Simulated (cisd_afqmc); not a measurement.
Input (AFQMC/CISD/def2-TZVPP; cisd_afqmc is a phaseless AFQMC code with CISD trial states that reads the integrals written by Ansatz):

Ansatz 0.2 input:
```python
import cisd_afqmc

open("ham.yaml", "w").write("""\
crystal:
  periodic: [false, false, false]
  atoms:
    - {symbol: W, position_ang: [0.01913117, -0.00434400, 0.00650030]}
    - {symbol: O, position_ang: [1.35676639, -0.40328825, -0.97087813]}
    - {symbol: O, position_ang: [0.56003423, -0.03194853, 1.62215959]}
    - {symbol: F, position_ang: [-0.55510057, 1.71519815, -0.41618665]}
    - {symbol: F, position_ang: [-1.30602294, -1.29260365, -0.21617711]}
basis:
  gaussian:
    orbitals: def2-TZVPP
magnetization: {spin_polarized: false}
correlation: {method: ccsd, electrons: outside_noble_gas, hamiltonian_folder: ham}
""")
rep = cisd_afqmc.ansatz("ham.yaml")
e_ccsd = rep["correlation"]["coupled_cluster"]["energy"]["hartree"]
out = cisd_afqmc.run("ham", e_ccsd, trial="CISD", walkers=1000, populations=1, threads=12, dt=0.005, steps=40, early=36, settle=10, least=100,
    cut=5e-5, rank_cut=2e-4, target=0.0007, seconds=1500, seed=4, memory=62639, gpu=True)
```

Output:

```
orbitals 172, occupied [16], factors 1004 of 1215, rank of the doubles 873 of 2496
E(HF) = -415.327032
E(CCSD) on the cut factors = -416.520874, shift to the whole factors -0.000001
Energy of the trial state on the determinant = -416.520871
  tau behind 10.8 of longer steps, mean of the populations' last blocks
   2.0  -416.58167
   4.0  -416.58426
   6.0  -416.58804
   8.0  -416.58894
  10.0  -416.58872
  12.0  -416.59214
  14.0  -416.59460
  16.0  -416.58663
  18.0  -416.58508
  20.0  -416.58153
  22.0  -416.58181
  24.0  -416.58650
  26.0  -416.58456
  28.0  -416.58485
  30.0  -416.59579
  32.0  -416.59019
  34.0  -416.58445
  36.0  -416.58878
  38.0  -416.58820
  40.0  -416.59495
  42.0  -416.58506
  44.0  -416.59075
  46.0  -416.59347
  48.0  -416.59156
  50.0  -416.59334
  52.0  -416.59090
  54.0  -416.59018
  56.0  -416.59249
  58.0  -416.58731
  60.0  -416.58958
  62.0  -416.58412
  64.0  -416.58827
  66.0  -416.59097
  68.0  -416.58895
  70.0  -416.58627
  72.0  -416.58063
  74.0  -416.58471
  76.0  -416.58749
  78.0  -416.58575
  80.0  -416.58422
  82.0  -416.58839
blocks 400 (0 outliers left out), error by blocks joined: 1: 0.00037, 2: 0.00043, 4: 0.00052, 8: 0.00057, 16: 0.00068
E(AFQMC/CISD) = -416.58811 +/- 0.00068
```
